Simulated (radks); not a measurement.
Results of a calculation; reference values are marked as such.
Ionisation of the nitrogen ion N+, [He] 2s2 2p2, to N2+, [He] 2s2 2p1, under several functionals. Scalar-relativistic Kohn-Sham, spin-polarised, spherical densities, point nucleus; open shells are filled with parallel spins first; a radial shooting solver on a logarithmic mesh with Libxc functionals.

| functional | E(N+) (hartree) | Exc (hartree) | IE (eV) | -e(HOMO) (eV) | <r> HOMO (bohr) | IE error (eV) |
|---|---|---|---|---|---|---|
| RPBE | -54.09392 | -6.34448 | 30.029 | 21.994 | 1.254 | +0.428 |
| exchange-only LDA | -53.22608 | -5.43368 | 28.962 | 21.018 | 1.257 | -0.640 |
| PBE | -54.02007 | -6.26652 | 30.078 | 22.032 | 1.252 | +0.477 |
| LDA (Slater exchange, VWN5 correlation) | -53.61701 | -5.83897 | 30.170 | 22.122 | 1.248 | +0.568 |
| PBEsol | -53.81312 | -6.04800 | 29.986 | 21.960 | 1.252 | +0.385 |
| revPBE | -54.07712 | -6.32731 | 30.032 | 21.992 | 1.252 | +0.431 |

NIST Atomic Spectra Database: 29.601 eV (semi-empirical). Closest: PBEsol. The Delta-SCF values span 1.21 eV, the total energies 0.87 hartree. The highest occupied level is 2p. Open shells are spherical and high-spin; term and fine-structure splittings are not resolved.
